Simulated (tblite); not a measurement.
Record of a relaxation.

C₄H₈ClO₂Si (doublet state).
SMILES with atom numbers: `[CH3:1][CH:2][C@@H:3]1[CH2:4][O:5][Si@H:6]([Cl:7])[O:8]1` (hydrogens: H9, H10, H11 on C1; H12 on C2; H13 on C3; H14, H15 on C4; H16 on Si6)

Computed with GFN2-xTB (tblite), gas phase: L-BFGS steps from a force-field or distance-geometry start until the largest atomic force falls under 0.01 eV/Å. 6 of its 141 geometries are shown.

Step 0: E = -737.0268 eV, largest atomic force 3.419 eV/Å
```
atom  x, y, z in Å  |  force x, y, z in eV/Å
C1     -2.165    1.099    0.024   -0.938   0.779   0.557
C2     -1.340   -0.050    0.457   -0.856  -0.823  -2.220
C3     -0.025   -0.196   -0.296   -2.148   0.896   2.504
C4      0.656   -1.392    0.277   -1.093  -2.190  -0.584
O5      1.966   -1.394   -0.128    1.385   2.506  -0.025
Si6     2.323    0.290   -0.205   -0.272  -0.032   1.190
Cl7     3.631    0.896    1.289   -0.908  -0.373  -0.922
O8      0.737    0.927    0.050    3.234  -0.819  -0.741
H9     -1.548    2.005   -0.131   -0.358  -0.573  -0.088
H10    -2.924    1.340    0.816    0.528  -0.159  -0.654
H11    -2.767    0.849   -0.904    0.682   0.306   0.770
H12    -1.918   -0.997    0.420    0.462   0.504   0.636
H13    -0.171   -0.202   -1.368    0.022  -0.345  -0.448
H14     0.154   -2.285   -0.155    0.273   0.043   0.278
H15     0.567   -1.458    1.373    0.002   0.286  -0.241
H16     2.815    0.578   -1.530   -0.015  -0.006  -0.012
```

Step 28: E = -738.0315 eV, largest atomic force 0.106 eV/Å
```
atom  x, y, z in Å  |  force x, y, z in eV/Å
C1     -2.183    1.167    0.029   -0.020  -0.028   0.028
C2     -1.423   -0.072    0.278    0.047  -0.044   0.015
C3     -0.103   -0.285   -0.342    0.014  -0.039   0.004
C4      0.644   -1.522    0.190   -0.038   0.001   0.005
O5      2.022   -1.278    0.079   -0.079   0.068  -0.021
Si6     2.320    0.319   -0.154   -0.023   0.034  -0.014
Cl7     3.418    1.138    1.281   -0.019   0.007   0.038
O8      0.771    0.827   -0.121    0.009  -0.044  -0.009
H9     -1.502    2.007   -0.101    0.003  -0.005  -0.029
H10    -2.870    1.370    0.843   -0.035   0.037   0.083
H11    -2.785    1.087   -0.883    0.016   0.006  -0.073
H12    -1.814   -0.835    0.929    0.006   0.065  -0.035
H13    -0.179   -0.379   -1.440   -0.067   0.045   0.003
H14     0.386   -2.419   -0.379    0.056   0.034   0.018
H15     0.389   -1.671    1.245    0.082  -0.060  -0.013
H16     2.901    0.555   -1.463    0.047  -0.078   0.001
```

Step 56: E = -738.0516 eV, largest atomic force 0.032 eV/Å
```
atom  x, y, z in Å  |  force x, y, z in eV/Å
C1     -2.156    1.181    0.056   -0.003  -0.003  -0.004
C2     -1.385   -0.042    0.348   -0.016  -0.026   0.011
C3     -0.139   -0.322   -0.388   -0.004   0.003  -0.005
C4      0.640   -1.558    0.124    0.010   0.007   0.003
O5      2.007   -1.252    0.156   -0.008   0.008   0.003
Si6     2.301    0.330   -0.146    0.012   0.009   0.006
Cl7     3.197    1.293    1.345   -0.001  -0.019   0.009
O8      0.750    0.796   -0.300    0.018   0.002  -0.024
H9     -1.478    2.021   -0.102    0.002   0.008   0.011
H10    -2.849    1.411    0.860   -0.004   0.007  -0.002
H11    -2.733    1.074   -0.870   -0.015  -0.016  -0.007
H12    -1.685   -0.700    1.144    0.006   0.008   0.016
H13    -0.342   -0.443   -1.466    0.017   0.014  -0.015
H14     0.491   -2.418   -0.532   -0.011   0.013   0.012
H15     0.321   -1.818    1.138    0.007  -0.004  -0.010
H16     3.053    0.456   -1.379   -0.012  -0.012  -0.004
```

Step 84: E = -738.0787 eV, largest atomic force 0.105 eV/Å
```
atom  x, y, z in Å  |  force x, y, z in eV/Å
C1     -2.213    1.122    0.050    0.032  -0.035   0.006
C2     -1.226    0.114    0.483   -0.045  -0.092   0.023
C3     -0.160   -0.308   -0.445    0.037   0.013  -0.009
C4      0.596   -1.590    0.000    0.014   0.004   0.016
O5      1.944   -1.285    0.226   -0.020   0.006   0.058
Si6     2.306    0.276   -0.092    0.047   0.019  -0.003
Cl7     3.014    1.231    1.510   -0.018  -0.027  -0.040
O8      0.811    0.749   -0.516    0.014   0.004   0.009
H9     -1.706    2.067   -0.184   -0.035  -0.005   0.014
H10    -2.958    1.310    0.819    0.013  -0.016  -0.014
H11    -2.709    0.806   -0.872    0.007   0.009   0.038
H12    -1.084   -0.093    1.533   -0.036   0.072  -0.059
H13    -0.543   -0.420   -1.467   -0.012   0.005   0.027
H14     0.542   -2.368   -0.767   -0.016   0.046  -0.028
H15     0.174   -1.984    0.930   -0.026   0.015  -0.013
H16     3.204    0.383   -1.220    0.045  -0.017  -0.026
```

Step 112: E = -738.1148 eV, largest atomic force 0.032 eV/Å
```
atom  x, y, z in Å  |  force x, y, z in eV/Å
C1     -2.380    0.927    0.070   -0.008  -0.003   0.003
C2     -1.064    0.415    0.495   -0.024   0.015  -0.010
C3     -0.068   -0.088   -0.465    0.012  -0.007   0.015
C4      0.510   -1.482   -0.049    0.014  -0.002  -0.004
O5      1.821   -1.317    0.402   -0.009   0.005  -0.001
Si6     2.444    0.130   -0.041   -0.010  -0.012   0.006
Cl7     3.290    1.042    1.510   -0.013   0.003  -0.002
O8      1.046    0.803   -0.529    0.001  -0.017  -0.014
H9     -2.321    1.991   -0.194    0.005  -0.005   0.000
H10    -3.111    0.838    0.873   -0.001  -0.003   0.014
H11    -2.741    0.396   -0.810    0.005   0.011   0.003
H12    -0.735    0.574    1.508    0.009   0.004  -0.012
H13    -0.493   -0.143   -1.474    0.026  -0.003   0.018
H14     0.514   -2.158   -0.908   -0.006  -0.005  -0.010
H15    -0.084   -1.924    0.755    0.014   0.016  -0.011
H16     3.366    0.004   -1.154   -0.014   0.002   0.007
```

Step 140: E = -738.1177 eV, largest atomic force 0.003 eV/Å
```
atom  x, y, z in Å  |  force x, y, z in eV/Å
C1     -2.358    0.935    0.109   -0.002   0.000   0.000
C2     -1.017    0.442    0.469   -0.001   0.000   0.001
C3     -0.074   -0.110   -0.518   -0.001   0.000   0.001
C4      0.500   -1.495   -0.075   -0.002   0.000  -0.001
O5      1.771   -1.298    0.467    0.000   0.000  -0.002
Si6     2.417    0.126   -0.019    0.002   0.000  -0.001
Cl7     3.139    1.133    1.535    0.001   0.002   0.002
O8      1.055    0.752   -0.655    0.001  -0.002   0.001
H9     -2.333    2.008   -0.119    0.001   0.002   0.001
H10    -3.054    0.806    0.938   -0.002   0.000   0.002
H11    -2.743    0.423   -0.771    0.002  -0.001  -0.002
H12    -0.627    0.643    1.453    0.000   0.001  -0.003
H13    -0.539   -0.192   -1.505    0.001  -0.001   0.000
H14     0.580   -2.159   -0.941    0.001   0.001   0.001
H15    -0.137   -1.958    0.681    0.000  -0.002   0.001
H16     3.410   -0.048   -1.061   -0.002  -0.001   0.000
```

Task: Summarise the path.

Result: The energy falls by 25.16 kcal/mol from step 0 to step 140; nine tenths of that is first reached at step 23. It rises by more than 0.2 meV at step 100. The largest force goes from 3.419 to 0.003 eV/Å. Among the bonds Si6–O8 changes most, from 1.728 to 1.628 Å; the atoms move by 0.858 Å rms after alignment.

Task: Follow the three bonds and two angles with the largest change from start to end.

Result: 
```csv
step,E above end (kcal/mol),largest force (eV/Å),Si6–O8 (Å),Si6–Cl7 (Å),O5–Si6 (Å),C3–O8–Si6 (°),C4–O5–Si6 (°)
0,25.16,3.419,1.728,2.076,1.723,99.6,102.1
6,5.56,0.475,1.641,1.979,1.643,107.9,109.8
12,3.68,0.195,1.638,1.981,1.641,108.6,110.0
18,2.99,0.142,1.635,1.988,1.640,108.5,110.4
24,2.36,0.258,1.629,1.988,1.640,109.5,111.3
30,1.86,0.124,1.631,1.987,1.640,110.3,111.5
37,1.67,0.053,1.627,1.985,1.637,110.6,111.8
43,1.59,0.054,1.626,1.986,1.637,111.2,112.3
49,1.55,0.039,1.627,1.989,1.637,111.6,112.2
55,1.53,0.033,1.626,1.988,1.637,111.9,112.5
61,1.50,0.043,1.626,1.988,1.635,112.4,112.6
67,1.48,0.089,1.626,1.992,1.636,112.6,112.8
73,1.41,0.073,1.626,1.991,1.634,112.7,112.7
79,1.16,0.098,1.624,1.991,1.635,113.0,112.8
85,0.86,0.087,1.624,1.994,1.634,113.2,113.1
91,0.72,0.106,1.626,1.994,1.635,113.4,112.9
97,0.58,0.123,1.627,1.989,1.634,113.3,112.8
103,0.31,0.124,1.627,1.992,1.635,113.6,112.5
110,0.08,0.043,1.628,1.988,1.636,113.5,112.1
116,0.06,0.025,1.627,1.987,1.636,113.4,111.9
122,0.04,0.045,1.628,1.989,1.637,113.4,111.9
128,0.01,0.032,1.628,1.989,1.637,113.2,111.6
134,0.00,0.015,1.628,1.989,1.637,113.2,111.7
140,0.00,0.003,1.628,1.988,1.637,113.1,111.5
```

What follows is the cost of the whole relaxation. Hardware: one thread of an AMD EPYC, no GPU, shared host with 64 logical CPUs at a one-minute load of 59. Cost: 2.4 s of wall time.
